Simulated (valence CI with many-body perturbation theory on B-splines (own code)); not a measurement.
# Forbidden lines of Pd XXIII

Method: valence CI with perturbative core correlation (CI+MBPT): six valence electrons over a frozen Dirac-Fock core [Ar], radial functions for each j: 7 s, 7 p, 8 d, 6 f, 4 g, 1 h, with the one-electron correlation potential Σ1 (screened to all orders), the two-electron term Σ2, the three-electron term Σ3, Breit, model QED; selected single and double excitations, second order for the rest, scaled by the run's own slope (own B-spline code, finite nucleus).

No measured levels were compared; by estimate terms of the open shell hold to 2 to 4 % of their energy, and close levels can change places. Core correlation moves these levels by up to 10000 cm⁻¹, and in measured spectra 5 to 20 % of such shifts remained as error; rates that hang on mixing are uncertain with them. Among the levels kept, up to 910 cm⁻¹ of a level comes from second order outside the variational space, and about a tenth of that is noise between levels of different J, which matters for small intervals. Only levels of the ground parity were solved; by the run's estimate the other parity begins above the list, which can be wrong where configurations are misplaced.

Lines 1 to 50 of 120 in falling wavelength, among levels below 451460 cm⁻¹, chosen from the decays that carry over 1 % of a level's rate. Wavelengths and rates use the calculated energies, so an error of 3000 cm⁻¹ moves a line at 6930 Å by 21 % and its rate by three times that or more. Electric multipoles are in the length gauge, E1 and E2 with the static RPA response of the core. S is in atomic units (e²a₀⁴ for E2 and M2, e²a₀⁶ for E3), for M1 in squared Bohr magnetons. Weak lines are less certain than strong ones. Lines between different terms over intervals too small for the method are left out, as are lines whose strength nearly cancels. Where a level lies close to another of its J and parity, the split of strength between their lines is uncertain. Intervals below about 3000 cm⁻¹, as at the head of this list, are uncertain by tens of per cent.

Names give the largest LS component (configuration and term), which can be under half, so a name can repeat, a term be missing and a line seem to break the LS rules; names also repeat where a configuration has a term twice. Letters in brackets count levels of one name in rising energy.

| λ vac (Å) | Upper | Lower | Type | A (s⁻¹) | S (a.u.) |
| --- | --- | --- | --- | --- | --- |
| 68710 | 3d⁶ ⁵D_0 | 3d⁶ ⁵D_1 | M1 | 4.02e-01 | 4.84e+00 |
| 6930 | 3d⁶ ³G_5 | 3d⁶ ³H_4 [b] | M1 | 2.95e+01 | 4.00e+00 |
| 6505 | 3d⁶ ³D_3 | 3d⁶ ³G_4 | M1 | 4.03e+01 | 2.88e+00 |
| 6197 | 3d⁶ ⁵D_1 | 3d⁶ ⁵D_2 | M1 | 2.85e+02 | 7.56e+00 |
| 5978 | 3d⁶ ³H_6 | 3d⁶ ³H_4 [a] | E2 | 4.79e-06 | 4.24e-04 |
| 5677 | 3d⁶ ³H_5 | 3d⁶ ³H_4 [a] | M1 | 6.34e+01 | 4.73e+00 |
| 4158 | 3d⁶ ³P_1 [a] | 3d⁶ ³D_2 | M1 | 2.68e+02 | 2.14e+00 |
| 3690 | 3d⁶ ⁵D_2 | 3d⁶ ⁵D_4 | E2 | 1.36e-03 | 4.17e-03 |
| 3582 | 3d⁶ ³P_1 [a] | 3d⁶ ³D_1 | M1 | 2.40e+02 | 1.23e+00 |
| 3525 | 3d⁶ ³F_3 [b] | 3d⁶ ³H_4 [b] | M1 | 5.51e+01 | 6.27e-01 |
| 3451 | 3d⁶ ⁵D_3 | 3d⁶ ⁵D_4 | M1 | 7.73e+02 | 8.25e+00 |
| 3023 | 3d⁶ ³G_4 | 3d⁶ ³F_3 [a] | M1 | 5.21e+01 | 4.81e-01 |
| 2938 | 3d⁶ ³H_4 [b] | 3d⁶ ³H_5 | M1 | 2.64e+02 | 2.24e+00 |
| 2937 | 3d⁶ ³F_3 [a] | 3d⁶ ³H_4 [a] | M1 | 5.00e+02 | 3.29e+00 |
| 2931 | 3d⁶ ¹G_4 [a] | 3d⁶ ³F_3 [b] | M1 | 8.74e+01 | 7.34e-01 |
| 2899 | 3d⁶ ³D_2 | 3d⁶ ³F_2 [a] | M1 | 9.43e+01 | 4.26e-01 |
| 2657 | 3d⁶ ³D_2 | 3d⁶ ³F_3 [a] | M1 | 2.97e+02 | 1.03e+00 |
| 2639 | 3d⁶ ³P_0 [a] | 3d⁶ ³D_1 | M1 | 5.16e+02 | 3.51e-01 |
| 2599 | 3d⁶ ³P_1 [a] | 3d⁶ ¹S_0 [a] | M1 | 3.18e+02 | 6.21e-01 |
| 2462 | 3d⁶ ¹F_3 | 3d⁶ ³D_2 | M1 | 3.52e+01 | 1.36e-01 |
| 2446 | 3d⁶ ¹D_2 [a] | 3d⁶ ³F_3 [b] | M1 | 3.58e+02 | 9.70e-01 |
| 2393 | 3d⁶ ³P_1 [b] | 3d⁶ ³P_0 [a] | M1 | 8.55e+02 | 1.30e+00 |
| 2335 | 3d⁶ ³F_3 [b] | 3d⁶ ³F_2 [a] | M1 | 5.55e+02 | 1.83e+00 |
| 2217 | 3d⁶ ³H_4 [a] | 3d⁶ ⁵D_3 | M1 | 9.71e+01 | 3.53e-01 |
| 2214 | 3d⁶ ¹F_3 | 3d⁶ ³G_4 | M1 | 1.46e+02 | 4.11e-01 |
| 2207 | 3d⁶ ³D_3 | 3d⁶ ³F_2 [a] | M1 | 8.15e+01 | 2.27e-01 |
| 2175 | 3d⁶ ³F_3 [b] | 3d⁶ ³F_3 [a] | M1 | 1.21e+02 | 3.24e-01 |
| 2127 | 3d⁶ ¹G_4 [a] | 3d⁶ ³G_4 | M1 | 9.54e+01 | 3.06e-01 |
| 2089 | 3d⁶ ³D_1 | 3d⁶ ³P_2 [a] | M1 | 2.30e+03 | 2.33e+00 |
| 2081 | 3d⁶ ¹G_4 [a] | 3d⁶ ³G_5 | M1 | 3.69e+02 | 1.11e+00 |
| 2064 | 3d⁶ ³D_3 | 3d⁶ ³F_3 [a] | M1 | 9.86e+02 | 2.25e+00 |
| 2063 | 3d⁶ ³G_5 | 3d⁶ ³H_5 | M1 | 6.39e+02 | 2.29e+00 |
| 2032 | 3d⁶ ¹D_2 [a] | 3d⁶ ³D_2 | M1 | 1.09e+02 | 1.70e-01 |
| 2026 | 3d⁶ ³G_5 | 3d⁶ ³H_6 | M1 | 1.28e+03 | 4.33e+00 |
| 2020 | 3d⁶ ³G_4 | 3d⁶ ³H_5 | M1 | 8.12e+02 | 2.23e+00 |
| 2008 | 3d⁶ ³F_4 | 3d⁶ ¹F_3 | M1 | 5.50e+02 | 1.48e+00 |
| 1968 | 3d⁶ ³P_2 [a] | 3d⁶ ⁵D_1 | M1 | 1.13e+03 | 1.60e+00 |
| 1936 | 3d⁶ ³H_4 [b] | 3d⁶ ³H_4 [a] | M1 | 2.48e+03 | 6.00e+00 |
| 1933 | 3d⁶ ³D_2 | 3d⁶ ³P_2 [a] | M1 | 1.79e+02 | 2.39e-01 |
| 1884 | 3d⁶ ¹D_2 [a] | 3d⁶ ³D_1 | M1 | 4.30e+02 | 5.32e-01 |
| 1858 | 3d⁶ ³F_2 [b] | 3d⁶ ¹F_3 | M1 | 1.63e+03 | 1.94e+00 |
| 1708 | 3d⁶ ³P_1 [a] | 3d⁶ ³F_2 [a] | M1 | 2.68e+02 | 1.49e-01 |
| 1665 | 3d⁶ ³F_3 [b] | 3d⁶ ³P_2 [a] | M1 | 6.54e+02 | 7.83e-01 |
| 1649 | 3d⁶ ¹F_3 | 3d⁶ ³H_4 [b] | M1 | 2.04e+01 | 2.37e-02 |
| 1600 | 3d⁶ ¹G_4 [a] | 3d⁶ ³H_4 [b] | M1 | 2.06e+03 | 2.81e+00 |
| 1599 | 3d⁶ ³D_3 | 3d⁶ ³P_2 [a] | M1 | 2.25e+02 | 2.39e-01 |
| 1537 | 3d⁶ ³P_2 [a] | 3d⁶ ⁵D_3 | M1 | 5.13e+03 | 3.45e+00 |
| 1494 | 3d⁶ ³P_2 [a] | 3d⁶ ⁵D_2 | M1 | 1.31e+02 | 8.08e-02 |
| 1490 | 3d⁶ ³G_4 | 3d⁶ ³H_4 [a] | M1 | 7.32e+01 | 8.08e-02 |
| 1470 | 3d⁶ ³F_2 [a] | 3d⁶ ⁵D_1 | M1 | 6.20e+01 | 3.65e-02 |
